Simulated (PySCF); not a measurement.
C$_{3}$H$_{5}$ (SMILES [CH]1CC1), doublet, geometry from GFN2-xTB; PySCF with PBE0/6-311G**.

The PySCF input:
```python
from pyscf import gto, scf, dft

mol = gto.M(
    atom='''
C    -0.010119    0.884815   -0.037771
C     0.763151   -0.350676    0.056893
C    -0.755227   -0.368292    0.051022
H    -0.016347    1.664921   -0.767964
H     1.314627   -0.706453   -0.807718
H     1.252008   -0.593943    0.991133
H    -1.245517   -0.622918    0.981477
H    -1.291599   -0.736689   -0.817794
''',
    basis='6-311g**',
    charge=0,
    spin=1,
    verbose=4,
)

mf = dft.UKS(mol)
mf.xc = 'pbe0'
mf.kernel()
```

The log (banner, timings and long lists left out):

```
PySCF version 2.14.0

[INPUT] verbose = 4
[INPUT] num. atoms = 8
[INPUT] num. electrons = 23
[INPUT] charge = 0
[INPUT] spin (= nelec alpha-beta = 2S) = 1
[INPUT] symmetry False subgroup None
[INPUT] Mole.unit = angstrom
[INPUT] Symbol           X                Y                Z      unit          X                Y                Z       unit  Magmom
[INPUT]  1 C     -0.010119000000   0.884815000000  -0.037771000000 AA   -0.019122138654   1.672058020907  -0.071376845451 Bohr   0.0
[INPUT]  2 C      0.763151000000  -0.350676000000   0.056893000000 AA    1.442146381688  -0.662681598458   0.107512188405 Bohr   0.0
[INPUT]  3 C     -0.755227000000  -0.368292000000   0.051022000000 AA   -1.427172191877  -0.695971013868   0.096417606328 Bohr   0.0
[INPUT]  4 H     -0.016347000000   1.664921000000  -0.767964000000 AA   -0.030891352958   3.146244709037  -1.451241633525 Bohr   0.0
[INPUT]  5 H      1.314627000000  -0.706453000000  -0.807718000000 AA    2.484284985959  -1.335002689877  -1.526365805881 Bohr   0.0
[INPUT]  6 H      1.252008000000  -0.593943000000   0.991133000000 AA    2.365952225764  -1.122389603603   1.872969923019 Bohr   0.0
[INPUT]  7 H     -1.245517000000  -0.622918000000   0.981477000000 AA   -2.353686013490  -1.177144418062   1.854722727560 Bohr   0.0
[INPUT]  8 H     -1.291599000000  -0.736689000000  -0.817794000000 AA   -2.440768372762  -1.392140448980  -1.545406686313 Bohr   0.0

nuclear repulsion = 69.5476472598376
number of shells = 44
number of NR pGTOs = 133
number of NR cGTOs = 84
basis = 6-311g**
ecp = {}

******** <class 'pyscf.dft.uks.UKS'> ********
method = UKS
initial guess = minao
damping factor = 0
level_shift factor = 0
DIIS = <class 'pyscf.scf.diis.CDIIS'>
diis_start_cycle = 1
diis_space = 8
diis_damp = 0
SCF conv_tol = 1e-09
SCF conv_tol_grad = None
SCF max_cycles = 50
direct_scf = True
direct_scf_tol = 1e-13
number electrons alpha = 12  beta = 11
XC library pyscf.dft.libxc version 7.1.2
    S. Lehtola, C. Steigemann, M. J. T. Oliveira, and M. A. L. Marques,  SoftwareX 7, 1–5 (2018)
XC functionals = pbe0
    C. Adamo and V. Barone,  J. Chem. Phys. 110, 6158 (1999)
    M. Ernzerhof and G. E. Scuseria,  J. Chem. Phys. 110, 5029 (1999)
radial grids:
    Treutler-Ahlrichs [JCP 102, 346 (1995); DOI:10.1063/1.469408] (M4) radial grids

becke partition: Becke, JCP 88, 2547 (1988); DOI:10.1063/1.454033
pruning grids: <function nwchem_prune>
grids dens level: 3
symmetrized grids: False
atomic radii adjust function: <function treutler_atomic_radii_adjust>
small_rho_cutoff = 0
Set gradient conv threshold to 3.16228e-05
tot grids = 91400
init E= -117.426054020612

cycle= 1 E= -117.075313827251  delta_E= 0.351  |g|= 0.186  |ddm|= 1.49
cycle= 2 E= -117.077823506358  delta_E= -0.00251  |g|= 0.196  |ddm|= 0.297
cycle= 3 E= -117.097607551586  delta_E= -0.0198  |g|= 0.0169  |ddm|= 0.153
cycle= 4 E= -117.097846799876  delta_E= -0.000239  |g|= 0.00697  |ddm|= 0.0266
cycle= 5 E= -117.097880825028  delta_E= -3.4e-05  |g|= 0.00407  |ddm|= 0.00831
cycle= 6 E= -117.097891757503  delta_E= -1.09e-05  |g|= 0.00109  |ddm|= 0.00468
cycle= 7 E= -117.097893181009  delta_E= -1.42e-06  |g|= 0.000243  |ddm|= 0.00218
cycle= 8 E= -117.097893256173  delta_E= -7.52e-08  |g|= 8.79e-05  |ddm|= 0.000505
cycle= 9 E= -117.097893263158  delta_E= -6.99e-09  |g|= 2.04e-05  |ddm|= 0.000157
cycle= 10 E= -117.097893263669  delta_E= -5.11e-10  |g|= 5.71e-06  |ddm|= 5.21e-05
Extra cycle  E= -117.097893263699  delta_E= -2.96e-11  |g|= 2.77e-06  |ddm|= 9.79e-06
converged SCF energy = -117.097893263699  <S^2> = 0.75385683  2S+1 = 2.0038531
```
